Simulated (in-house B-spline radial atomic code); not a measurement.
Configurations of As4+, with energies counted from [Ar] 3d10 4s1. Computed with a radial B-spline atomic code at the basis-set limit: non-relativistic r2SCAN, spin-polarised, spherical fractional occupations, point nucleus. Shells without spins written out take the highest spin.

Occupations are held fixed; configurations that lie above the ionisation limit could autoionise.

```
                     configuration  E - E(ref) (eV)  highest orbital  its <r> (bohr)
         [Ar] 3d(4 up, 5 down) 4s2           40.636            4s up           1.657
                     [Ar] 3d10 4f1           41.123            4f up           3.508
                     [Ar] 3d10 5d1           43.107            5d up           4.735
[Ne] 3s2 3p(2 up, 3 down) 3d10 4s2           134.37            4s up           1.652
         [Ne] 3s2 3p5 3d10 4s1 4d1           163.77            4d up           2.324
         [Ne] 3s2 3p5 3d10 4s1 4f1           177.44            4f up           3.314
```

**Question.** Order these further configurations by energy, lowest first.
A. [Ar] 3d(5 up, 4 down) 4s(0 up, 1 down) 5s(0 up, 1 down)
B. [Ar] 3d10 5s1
C. [Ar] 3d9 4s1 5f1
D. [Ar] 3d9 4s1 4f1
E. [Ar] 3d10 5f1

**Answer.** B (31.958 eV), E (48.528 eV), A (74.627 eV), D (83.493 eV), C (91.224 eV).

**Question.** How far above the reference does [Ar] 3d10 4p1 lie?

**Answer.** 12.155 eV; its least bound orbital is 4p up with <r> = 1.91 bohr.

**Question.** How far above the reference does [Ar] 3d10 4d(1 up, 0 down) lie?

**Answer.** 29.209 eV; its least bound orbital is 4d up with <r> = 2.509 bohr.
